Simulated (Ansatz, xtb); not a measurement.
# C2H8BN: which of these isomers lies lowest?

3 of its isomers, all singlets with charge 0: A = `CBNC`; B = `CB(C)N`; C = `BNCC`.

Shapes, held fixed at every level: PBE0-D4/def2-TZVP. Flexible molecules stand in one conformer, not always the lowest. Programs: Ansatz 0.2.0, xtb 6.7.1.

A:

```xyz
12

C    -1.8236    0.7336    0.3134
B    -0.3016    0.6240   -0.0536
N     0.3885   -0.5790    0.0291
C     1.7797   -0.8067   -0.2792
H    -2.2767   -0.2085    0.6365
H    -2.3979    1.1063   -0.5417
H    -1.9738    1.4694    1.1108
H     0.3222    1.5853   -0.4217
H    -0.1046   -1.4051    0.3340
H     2.2302    0.1332   -0.5978
H     2.3330   -1.1727    0.5916
H     1.9017   -1.5350   -1.0875
```

B:

```xyz
12

C    -0.7194    1.1357   -0.6314
B    -0.0388   -0.1734   -0.0722
C     1.0118   -0.0993    1.1026
N    -0.3710   -1.4142   -0.6243
H    -1.4301    0.9597   -1.4437
H    -1.2507    1.6651    0.1668
H     0.0378    1.8373   -0.9979
H     0.5695    0.3718    1.9870
H     1.4120   -1.0700    1.4081
H     1.8587    0.5363    0.8219
H    -1.0324   -1.5230   -1.3740
H     0.0295   -2.2812   -0.3090
```

C:

```xyz
12

B    -1.7072    1.0116    0.3105
N    -0.3375    0.8211    0.2923
C     0.3741   -0.4252    0.4830
C     1.1681   -0.8384   -0.7423
H    -2.1415    2.1110    0.1198
H    -2.4209    0.0709    0.5175
H     0.2679    1.6080    0.1103
H    -0.3675   -1.1876    0.7300
H     1.0450   -0.3406    1.3463
H     1.9105   -0.0796   -1.0055
H     1.7008   -1.7748   -0.5605
H     0.5082   -0.9765   -1.6014
```

Electronic energies in kJ/mol, without zero-point or thermal terms.

```
                level                   kind   B − A  C − A
             GFN1-xTB         semi-empirical  -132.0  +70.4
          HF/def2-SVP           Hartree–Fock   -63.8  +34.3
        HF/def2-TZVPP           Hartree–Fock   -68.1  +33.6
    PBE-D4/def2-TZVPP                    GGA   -72.4  +38.4
r2SCAN0-D4/def2-TZVPP          global hybrid   -77.3  +39.1
       MP2/def2-TZVPP    perturbation theory   -76.3  +34.8
        CCSD/def2-SVP  coupled cluster or CI   -63.7  +30.9
      CCSD/def2-TZVPP  coupled cluster or CI   -73.0  +34.7
 CCSD(T)/CBS estimate  coupled cluster or CI   -74.6  +35.1
```

The highest level, CCSD(T)/CBS estimate, puts B lowest of these. All levels agree on that. The B − A difference spans -132.0 to -63.7 kJ/mol over the levels. The CBS estimate extrapolates MP2 from def2-TZVPP and def2-QZVPP and adds CCSD(T) − MP2 in the triple-zeta set, cores frozen. GFN1-xTB strays far from the other rows.
